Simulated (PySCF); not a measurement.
## Polarisability and C₆ of Ge (germanium, neutral)

[Ar] 3d10 4s2 4p2, high-spin 3P determinant. Calculation: PySCF 2.14, in x2c-QZVPPall with one added diffuse shell each of s, p, d, f type (12s9p6d5f1g, 113 functions); the spin-free X2C one-electron Hamiltonian (Gaussian nucleus). Coupled (time-dependent) response in atomic units; α is the mean over directions.

| method | mean α (bohr³) | α xx, yy, zz | C₆ (like pair) | S(−4) |
| --- | --- | --- | --- | --- |
| UHF | 41.22 | 33.22, 45.22, 45.22 | 363.8 | 648.4 |
| PBE | 45.04 | 34.31, 50.41, 50.41 | 394.7 | 940.7 |
| PBE0 | 42.69 | 33.31, 47.37, 47.37 | 372.5 | 780.5 |
| BHandHLYP | 41.42 | 32.74, 45.76, 45.76 | 358.7 | 715.0 |

S(−4) is the Cauchy moment in α(ω) = α(0) + S(−4) ω² + …

Reference α: 40 ± 1 bohr³ (recommended; Schwerdtfeger and Nagle, table of static dipole polarizabilities (2023 update)). Published C₆: 354.0 (Chu and Dalgarno (2004); Tang, Norbeck and Certain (1976)).

Spin-orbit coupling is absent.

α(iu) at BHandHLYP:

```
u (hartree)  α(iu) (bohr³)
          0          41.42
     0.0500          39.74
      0.100          35.66
      0.200          26.24
      0.300          18.97
      0.500          10.72
      0.750          6.168
       1.00          4.054
       1.50          2.232
       2.00          1.474
       3.00         0.8352
       5.00         0.4118
```

A single London oscillator, α(iu) = α/(1 + u²/ω²), gives C₆ = (3/4) ω α². Matching the computed C₆ needs ω = 4 × 358.7 / (3 × 41.42²) = 0.279 hartree.

The components differ because the open shell of this determinant is not spherical; for a pure term their mean is the scalar polarisability.
